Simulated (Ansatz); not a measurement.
Consider the cleavage of the Si–Al bond: `[CH3][Al]([SiH3])[SH]` + `[SiH3]P` → `[SiH3]P[SiH3]` + `[CH3][AlH][SH]`.

Isolated molecules relaxed with PBE0-D4/def2-TZVP in Ansatz; ΔE leaves out vibrations. CCSD(T)/CBS is the MP2 limit (def2-TZVPP, def2-QZVPP) plus CCSD(T) − MP2 in def2-TZVPP, frozen cores. This one scheme is used for every species. DFT in def2-TZVPP. B3LYP here is the variant with VWN-RPA as its local correlation; programs differ in this. HSE06 is defined as in plane-wave codes. Each species was taken in one conformer, which may not be the lowest.

```tsv
level	ΔE (kJ/mol)	difference from CCSD(T)/CBS
LDA (SPW92)	-13.7	6.5
PBE-D4	-13.7	6.5
revPBE-D4	-17.4	2.8
BLYP-D4	-17.0	3.2
r2SCAN-D4	-19.2	1.0
B97M-V	-29.2	-9.0
PBE0-D4	-16.3	3.9
B3LYP-D4	-18.3	1.9
r2SCANh-D4	-19.7	0.5
r2SCAN0-D4	-20.5	-0.3
HSE06-D4	-16.1	4.1
CAM-B3LYP-D4	-18.4	1.8
ωB97X-V	-19.4	0.8
ωB97M-V	-23.5	-3.3
B2PLYP	-18.3	1.9
PBE-QIDH	-20.6	-0.4
BLYP	-10.7	9.5
r2SCAN	-18.8	1.4
PBE0	-14.2	6.0
B3LYP	-13.7	6.5
r2SCANh	-19.4	0.8
r2SCAN0	-20.1	0.1
HSE06	-14.2	6.0
BHLYP	-17.3	2.9
CAM-B3LYP	-16.3	3.9
RPA@PBE/def2-TZVPP	-15.0	5.2
HF/def2-SVP	-17.4	2.8
MP2/def2-SVP	-21.4	-1.2
CCSD/def2-SVP	-12.9	7.3
CCSD(T)/def2-SVP	-13.2	7.0
HF/def2-TZVPP	-19.0	1.2
MP2/def2-TZVPP	-26.2	-6.0
SCS-MP2/def2-TZVPP	-23.4	-3.2
CCSD/def2-TZVPP	-16.3	3.9
HF/def2-QZVPP	-19.5	0.7
MP2/def2-QZVPP	-28.2	-8.0
SCS-MP2/def2-QZVPP	-25.3	-5.1
HF/CBS(def2)	-19.6	0.6
MP2/CBS(def2)	-29.4	-9.2
CCSD/CBS(def2)	-19.5	0.7
CCSD(T)/CBS	-20.2	0
```

Largest T1 diagnostic among the species: 0.013.

At CCSD(T), def2-SVP lies +7.0 kJ/mol from the extrapolated value and def2-TZVPP +3.2 kJ/mol. From PBE to PBE0 (25 % exact exchange), in def2-TZVPP and without D4, ΔE moves by −3.2 kJ/mol.

CCSD(T)/CBS has its own doubt, a few kJ/mol and more with outer-core shells, so smaller differences from it don't rank the levels.
